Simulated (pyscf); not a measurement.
Single points on ωB97X-D3(BJ)/def2-SVP structures (PySCF, gas phase). Correlated levels are frozen-core, on RHF or UHF. ΔMP2 is the change of the MP2 total energy from the triple- to the quadruple-zeta basis.

**Question.** How much does it cost (ΔH, 298 K, CCSD(T)/def2-TZVPP + ΔMP2(QZVPP)) to split H₂B–P=SiH₂ at its B–P bond into BH₂• + H₂Si=P•?

**Answer.** B–P to BH₂• + H₂Si=P•: 373.1 kJ/mol. The radicals are drawn with the spin at the cut bond; how far it spreads was not checked. Other isomers of H₂Si=P• were not searched in full and may lie lower. The CCSD(T) − MP2 part came from Ansatz, without density fitting, on the same reference. An open-shell T1 diagnostic exceeds 0.045. A UHF reference is spin-contaminated (<S²> up to 1.09), which harms MP2 most.
